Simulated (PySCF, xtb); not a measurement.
CH₄N₂S, SMILES C(N)(N)=S. Other conformers were not sampled.

Harmonic wavenumbers (cm⁻¹) from GFN2-xTB in xtb at its own minimum, in rising order: 313, 342, 358, 407, 457, 504, 529, 790, 968, 1021, 1330, 1370, 1477, 1495, 3451, 3453, 3529, 3532.

Question: What does PBE-D3(BJ)/def2-SVP (PySCF) give at its own minimum? (An estimate is asked for; the answer gives what the named calculation found.)

Answer: 328, 371, 392, 442, 490, 571, 620, 765, 1016, 1038, 1375, 1405, 1548, 1558, 3464, 3473, 3611, 3612. Paired by order, the mean absolute difference is 45 cm⁻¹ and the zero-point energies are 36.2 and 37.3 kcal/mol.
